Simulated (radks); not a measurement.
Q: Valence configurations of the osmium ion Os2+ (all share [Xe]). Method: scalar-relativistic Kohn-Sham, r2SCAN, spin-polarised, spherical densities, finite nucleus; open shells are filled with parallel spins first (spin-orbit coupling, left out, can overturn this in heavy ions); meta-GGA in the generalised Kohn-Sham scheme; Fermi nuclear charge, rms radius 5.4126 fm; computed with a radial shooting solver on a logarithmic mesh with Libxc functionals. Order these by energy: 4f13 5d6.5 6p0.5; 4f13 5d6 6s1; 4f14 5d4.5 6p1.5; 4f12 5d6.5 6s1 6p0.5; 4f12 5d6 6p2; 4f13.5 5d6.5; 4f14 5d6; 4f12 5d6 6s2; 4f13 5d7; 4f14 5d4 6p2.

A: From the lowest, in eV above it: 4f14 5d6 0.000; 4f14 5d4.5 6p1.5 13.595; 4f14 5d4 6p2 20.447; 4f13.5 5d6.5 25.191; 4f13 5d7 52.299; 4f13 5d6 6s1 53.326; 4f13 5d6.5 6p0.5 56.977; 4f12 5d6.5 6s1 6p0.5 121.26; 4f12 5d6 6s2 121.33; 4f12 5d6 6p2 136.30. NIST lists [Xe] 4f14 5d6 as the ground configuration; this level of theory agrees among the configurations tried. The energies are those of spherical high-spin densities, not of single terms.
